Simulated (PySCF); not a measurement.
Vertical excitations of a molecule C3H8BN from PySCF with TDA-CAM-B3LYP/def2-SVPD, as energy in eV (oscillator strength): 6.48 (0.038), 6.73 (0.252), 6.86 (0.015), 7.52 (0.094), 7.66 (0.110), 7.87 (0.086), 8.00 (0.005), 8.13 (0.023), 8.28 (0.006), 8.71 (0.005). Lowest triplet (TDA): 3.97 eV. The structure is a stationary point at B3LYP-D3(BJ)/def2-SVP. The values are those of a single conformer.

### Question
Which molecule gave these data?
A) C=CB(C)N
B) BC.CC#N
C) NB1CCC1

### Answer
A, C=CB(C)N
